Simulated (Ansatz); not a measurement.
Geometry optimisation, RKS B3LYP-D4/6-31G* (Ansatz 0.2.0).

input.yaml

```yaml
crystal:
  periodic: [false, false, false]
  atoms:
    - { symbol: C, position_ang: [-0.0718, 1.69521, -1.45877] }
    - { symbol: Mg, position_ang: [1.23223, 0.47254, -0.35918] }
    - { symbol: "N", position_ang: [0.97378, -0.98164, 0.87198] }
    - { symbol: Si, position_ang: [-0.05132, -1.9321, 1.6562] }
    - { symbol: H, position_ang: [0.11504, 1.64087, -2.52905] }
    - { symbol: H, position_ang: [-0.01202, 2.73679, -1.14966] }
    - { symbol: H, position_ang: [-1.07955, 1.33126, -1.262] }
    - { symbol: H, position_ang: [-1.53254, -1.97493, 1.66825] }
    - { symbol: H, position_ang: [0.42617, -2.988, 2.56221] }
basis:
  gaussian: { orbitals: "6-31G*" }
hamiltonian:
  xc: b3lyp
  dispersion: d4
relax:
  f_tol: 0.015
  max_steps: 40
```

Launched with:

```bash
$ ansatz run input.yaml --threads 1 --pin off --max-ram 2048MiB --backend cpu --events-out ev --progress --plain --runs-dir out
```

Where does it end, and by what steps?

It converged. The force dipped under the threshold on the way, but the program's further checks kept it going. After 18 steps the energy has fallen by 0.399 eV; H8 moved furthest, 1.27 Å.

```json
{"step": "0", "energy less start (eV)": "0.0000", "largest force component (eV/Å)": "0.860", "accepted": "yes"}
{"step": "1", "energy less start (eV)": "-0.1784", "largest force component (eV/Å)": "0.487", "accepted": "yes"}
{"step": "2", "energy less start (eV)": "-0.2646", "largest force component (eV/Å)": "0.282", "accepted": "yes"}
{"step": "3", "energy less start (eV)": "-0.3221", "largest force component (eV/Å)": "0.161", "accepted": "yes"}
{"step": "4", "energy less start (eV)": "-0.3549", "largest force component (eV/Å)": "0.201", "accepted": "yes"}
{"step": "5", "energy less start (eV)": "-0.3713", "largest force component (eV/Å)": "0.149", "accepted": "yes"}
{"step": "6", "energy less start (eV)": "-0.3816", "largest force component (eV/Å)": "0.266", "accepted": "yes"}
{"step": "7", "energy less start (eV)": "-0.3823", "largest force component (eV/Å)": "0.222", "accepted": "yes"}
{"step": "8", "energy less start (eV)": "-0.3914", "largest force component (eV/Å)": "0.051", "accepted": "yes"}
{"step": "9", "energy less start (eV)": "-0.3941", "largest force component (eV/Å)": "0.149", "accepted": "yes"}
{"step": "10", "energy less start (eV)": "-0.3952", "largest force component (eV/Å)": "0.286", "accepted": "yes"}
{"step": "11", "energy less start (eV)": "-0.3969", "largest force component (eV/Å)": "0.114", "accepted": "yes"}
{"step": "12", "energy less start (eV)": "-0.3980", "largest force component (eV/Å)": "0.011", "accepted": "yes"}
{"step": "13", "energy less start (eV)": "-0.3986", "largest force component (eV/Å)": "0.053", "accepted": "yes"}
{"step": "14", "energy less start (eV)": "-0.3977", "largest force component (eV/Å)": "0.118", "accepted": "no"}
{"step": "15", "energy less start (eV)": "-0.3988", "largest force component (eV/Å)": "0.041", "accepted": "yes"}
{"step": "16", "energy less start (eV)": "-0.3992", "largest force component (eV/Å)": "0.019", "accepted": "yes"}
{"step": "17", "energy less start (eV)": "-0.3992", "largest force component (eV/Å)": "0.002", "accepted": "yes"}
{"step": "18", "energy less start (eV)": "-0.3993", "largest force component (eV/Å)": "0.009", "accepted": "yes"}
```

```xyz
9
Properties=species:S:1:pos:R:3
C 0.030 1.964 -1.687
Mg 0.013 0.380 -0.326
N -0.001 -1.059 0.909
Si -0.036 -2.262 1.943
H 0.617 1.723 -2.582
H 0.466 2.870 -1.249
H -0.982 2.222 -2.024
H -1.269 -2.916 2.473
H 1.161 -2.923 2.543
```

Whether the end is a true minimum wasn't checked by a vibrational analysis.

Run time: 2.1 min on 1 thread of Arm Neoverse N1, with other jobs on the host, peak memory 0.15 GiB.
